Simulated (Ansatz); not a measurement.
Task: Predict a relaxed structure of (OH)2Al-O-SiH3 (AlSiO₃H₅), charge 0, singlet, at PBE0-D4/def2-SVP (Ansatz).

Result: 
```
atom   x (Å)   y (Å)   z (Å)
 Al1  -0.283   0.896  -0.806
  O2  -0.082   2.570  -0.639
  O3  -0.948   0.276  -2.233
  O4   0.166  -0.175   0.420
 Si5   0.451  -1.530   1.307
  H6   0.285   3.001   0.134
  H7  -1.222   0.828  -2.967
  H8   1.220  -1.174   2.539
  H9  -0.836  -2.168   1.723
 H10   1.249  -2.522   0.523
```
 This is one stationary point.
